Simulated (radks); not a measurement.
Task: All-electron atom: Ce XLI in [Ar] (the NIST ground configuration). Calculated with a radial shooting solver on a logarithmic mesh with Libxc functionals: scalar-relativistic Kohn-Sham, PBEsol, spin-polarised, spherical densities, finite nucleus; Fermi nuclear charge, rms radius 4.8771 fm. Some entries of the table are withheld. Estimate them.

orbital  occ.  eigenvalue (Ry)  <r^2> (bohr^2)  r(max) (bohr)
1s          2        -3128.238             (1)        0.01575
2s          2              (2)         0.01279            (3)
2p          6        -591.2075         0.01015        0.07136
3s          2        -241.4155         0.07486         0.2416
3p          6              (4)         0.07206         0.2336

Result: 
(1) 1s <r^2> (bohr^2): 0.0008214
(2) 2s eigenvalue (Ry): -639.3091
(3) 2s r(max) (bohr): 0.08872
(4) 3p eigenvalue (Ry): -226.4407
